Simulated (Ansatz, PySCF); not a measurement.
Reaction (SMILES): C=CC(F)(F)F → C=C[C](F)F + F atom (the C-F bond at the site shown breaks; other sites are not compared here)
Each molecule is optimised on its own at B3LYP-D3(BJ)/def2-TZVP (Ansatz, a first-principles code), one conformer each, not searched for the lowest. Frequencies are from Ansatz or PySCF. Markedly spin-contaminated UHF reference, which strains HF, MP2 and, less, CCSD(T): C=C[C](F)F.
Geometry of the first species:
SMILES: C=CC(F)(F)F
```xyz
9

C      2.0913    -0.0935    -0.2724
C      0.9113    -0.6893    -0.2866
C     -0.3683     0.0074     0.0456
F     -0.2004     1.3036     0.3612
F     -0.9862    -0.5842     1.0928
F     -1.2336    -0.0445    -0.9922
H      2.9913    -0.6393    -0.5204
H      2.1956     0.9516    -0.0142
H      0.7883    -1.7342    -0.5425
```

Property: bond dissociation energy (0 K, with B3LYP-D3(BJ) harmonic zero-point energies), in kcal/mol. Cores are frozen in the correlated levels unless marked. UHF or UKS for open shells. No spin-orbit coupling. Non-relativistic. CBS(X,Y): correlation extrapolated as X^-3; Hartree-Fock from the larger set.

CCSD(T)/CBS(cc-pVTZ,cc-pVQZ) (Ansatz) gives 115.9 kcal/mol.

Question: Another calculation gave 107.0 kcal/mol. Which level was it?
A. revPBE/def2-TZVPD (Ansatz)
B. r2SCAN/def2-TZVPD (Ansatz)
C. B2GP-PLYP/def2-TZVPD (Ansatz)
D. SVWN5/def2-TZVPD (Ansatz)

Answer: B, r2SCAN/def2-TZVPD (Ansatz). The others give 111.6 (B2GP-PLYP), 103.8 (revPBE), 134.6 (SVWN5) kcal/mol.
